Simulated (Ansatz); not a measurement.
`N[SiH2]CF` + HBr → `FC[SiH2]Br` + NH₃ at 700 K and 1 bar (ligand exchange at the Si–N bond).

Calculated with Ansatz (gas phase, PBE0-D4/def2-TZVP geometries, no zero-point term in ΔE). CCSD(T)/CBS is the MP2 limit (def2-TZVPP, def2-QZVPP) plus CCSD(T) − MP2 in def2-TZVPP, frozen cores. This one scheme is used for every species. For Br outer-core shells are correlated without core-valence functions, which leaves a few kJ/mol of doubt a bond. Scalar relativity is left out up to krypton. One conformer a species, not always the lowest.

```tsv
species	CCSD(T)/CBS energy (Eh)	H − E (kJ/mol)	S (J/(mol·K))
`N[SiH2]CF`	-485.25003	262.6	434.2
HBr	-2573.91920	36.5	223.7
`FC[SiH2]Br`	-3002.67960	188.6	425.6
NH₃	-56.50880	116.9	226.5
```

H − E and S are ideal-gas, rigid-rotor, harmonic terms from PBE0-D4/def2-TZVP, for one conformer and one mirror image of each species. 1 Eh = 2625.50 kJ/mol, R = 8.31446 J/(mol·K).

By hand: ΔE, ΔH, ΔS and ΔG.

ΔE = (-3002.67960) + (-56.50880) − (-485.25003) − (-2573.91920) = -0.01917 Eh = -50.3 kJ/mol. Δ(H − E) = 188.6 + 116.9 − 262.6 − 36.5 = 6.4, so ΔH = -43.9 kJ/mol. ΔS = 425.6 + 226.5 − 434.2 − 223.7 = -5.8 J/(mol·K). ΔG = -43.9 − 700 × (-5.8)/1000 = -39.8 kJ/mol.

By hand: the equilibrium constant, and the temperature at which ΔG would vanish if ΔH and ΔS stayed fixed.

log₁₀ K = −ΔG/(RT ln 10) = 3.0. ΔG = 0 at ΔH/ΔS = 7569 K, far beyond where these terms or the molecules hold.

The number of gas molecules stays the same, so ΔS is small and ΔH decides. A doubt of 5 kJ/mol in ΔE shifts log₁₀ K by 0.4 here. Other conformers and mirror images would add mixing entropy, several J/(mol·K) or more a flexible species. These are equilibria of isolated gas molecules and say nothing of rates. Largest T1 diagnostic: 0.011 (customary marks: 0.02 for closed shells, 0.045 for open ones).
